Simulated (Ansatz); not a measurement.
Ansatz (a program for electronic structure) input for TeFBr, SMILES [Te](F)Br, B3LYP-D3(BJ)/def2-TZVP. 

Ansatz 0.2 input:
```yaml
crystal:
  periodic: [false, false, false]
  atoms:
    - {symbol: Te, position_ang: [0.33086664, 0.83418467, 0.00000000]}
    - {symbol: F, position_ang: [-1.60087524, 1.30173466, 0.00000000]}
    - {symbol: Br, position_ang: [-0.07991966, -1.57409186, -0.00000000]}
basis:
  gaussian:
    orbitals: def2-TZVP
hamiltonian:
  xc: b3lyp
  dispersion: d3bj
relax: {f_tol: 0.002, max_steps: 200}
```

Output:

```
WARN ansatz: RAYON_NUM_THREADS=1 ignored (pool sized by the plan → 1); use --threads N
Functional definition: B3LYP
integrals: 0.05 GiB planned
992 factors; their error is unknown
mean field: 0.49 GiB planned
mean field evaluation 1: about -80058.4935 eV, gradient 4.0e1 eV
mean field evaluation 2: about -80037.2610 eV, gradient 1.2e2 eV
mean field evaluation 4: about -80060.8855 eV, gradient 7.8e0 eV
mean field evaluation 8: about -80061.0329 eV, gradient 1.3e-1 eV
mean field evaluation 16: about -80061.4825 eV, gradient 3.8e-3 eV
mean field -80061.48252378 eV, -2942.2052151269 hartree, gradient 3.4e-5 eV, S^2 0.000000; 0 other end points of the search recorded, 0 dependent functions left out
the calculation of the forces begins
reference -80061.48272432 eV, -2942.2052224965 hartree; 34, 34 occupied and 95, 95 virtual orbitals, 992 factors
relax step   1: F+E_penalty+E_count = -80061.62295318 eV  Δ(F+E_penalty+E_count) = +0.000e0 eV  max|allowed force component| = 1.200e0 eV/Å  Δτ_max = 0.0000 Å  (32 SCF iters, accepted)
these checks for a lower state are left out or cut short: starts, cluster_reference, orbital_swaps, neighbouring_geometries, increment
integrals: 0.05 GiB planned
992 factors; their error is unknown
mean field: 0.49 GiB planned
mean field -80061.53846630 eV, -2942.2072709765 hartree, gradient 2.1e-5 eV, S^2 0.000000; 0 other end points of the search recorded, 0 dependent functions left out
the calculation of the forces begins
reference -80061.53866824 eV, -2942.2072783977 hartree; 34, 34 occupied and 95, 95 virtual orbitals, 992 factors
relax step   2: F+E_penalty+E_count = -80061.67614674 eV  Δ(F+E_penalty+E_count) = -5.319e-2 eV  max|allowed force component| = 3.474e-1 eV/Å  Δτ_max = 0.1156 Å  (40 SCF iters, accepted)
these checks for a lower state are left out or cut short: starts, cluster_reference, orbital_swaps, neighbouring_geometries, increment
integrals: 0.05 GiB planned
992 factors; their error is unknown
mean field: 0.49 GiB planned
mean field evaluation 32: about -80061.0998 eV, gradient 2.4e-2 eV
mean field -80061.54913642 eV, -2942.2076630962 hartree, gradient 2.0e-5 eV, S^2 0.000000; 0 other end points of the search recorded, 0 dependent functions left out
the calculation of the forces begins
reference -80061.54933822 eV, -2942.2076705125 hartree; 34, 34 occupied and 95, 95 virtual orbitals, 992 factors
relax step   3: F+E_penalty+E_count = -80061.68808903 eV  Δ(F+E_penalty+E_count) = -1.194e-2 eV  max|allowed force component| = 1.767e-2 eV/Å  Δτ_max = 0.0458 Å  (34 SCF iters, accepted)
these checks for a lower state are left out or cut short: starts, cluster_reference, orbital_swaps, neighbouring_geometries, increment
integrals: 0.05 GiB planned
992 factors; their error is unknown
mean field: 0.49 GiB planned
mean field -80061.54911795 eV, -2942.2076624174 hartree, gradient 2.0e-5 eV, S^2 0.000000; 0 other end points of the search recorded, 0 dependent functions left out
the calculation of the forces begins
reference -80061.54931978 eV, -2942.2076698347 hartree; 34, 34 occupied and 95, 95 virtual orbitals, 992 factors
relax step   4: F+E_penalty+E_count = -80061.68824189 eV  Δ(F+E_penalty+E_count) = -1.529e-4 eV  max|allowed force component| = 2.346e-3 eV/Å  Δτ_max = 0.0075 Å  (36 SCF iters, accepted)
these checks for a lower state are left out or cut short: starts, cluster_reference, orbital_swaps, neighbouring_geometries, increment
integrals: 0.05 GiB planned
992 factors; their error is unknown
mean field: 0.49 GiB planned
mean field -80061.54912800 eV, -2942.2076627869 hartree, gradient 2.0e-5 eV, S^2 0.000000; 0 other end points of the search recorded, 0 dependent functions left out
the calculation of the forces begins
reference -80061.54932983 eV, -2942.2076702041 hartree; 34, 34 occupied and 95, 95 virtual orbitals, 992 factors
relax step   5: F+E_penalty+E_count = -80061.68824250 eV  Δ(F+E_penalty+E_count) = -6.025e-7 eV  max|allowed force component| = 3.223e-5 eV/Å  Δτ_max = 0.0004 Å  (35 SCF iters, accepted)
integrals: 0.05 GiB planned
992 factors; their error is unknown
mean field: 0.49 GiB planned
mean field evaluation 64: about -80060.9651 eV, gradient 6.7e0 eV
mean field -80061.54912800 eV, -2942.2076627869 hartree, gradient 2.0e-5 eV, S^2 0.000000; 1 other end points of the search recorded, 0 dependent functions left out
the calculation of the forces begins
reference -80061.54932983 eV, -2942.2076702041 hartree; 34, 34 occupied and 95, 95 virtual orbitals, 992 factors
Total energy: -80061.68844433 eV, -2942.2127825676 hartree
Atom 0 at     0.275497     0.842776     0.000000 Å, force     0.000032    -0.000010     0.000000 eV/Å
Atom 1 at    -1.577970     1.347768    -0.000000 Å, force    -0.000028    -0.000000    -0.000000 eV/Å
Atom 2 at    -0.047454    -1.628716     0.000000 Å, force    -0.000005     0.000010    -0.000000 eV/Å
Dipole moment:     0.469459     0.129683     0.000000 e Å
```

The calculation finished and met its thresholds.

Cost: about 16 core-seconds (a rough figure).
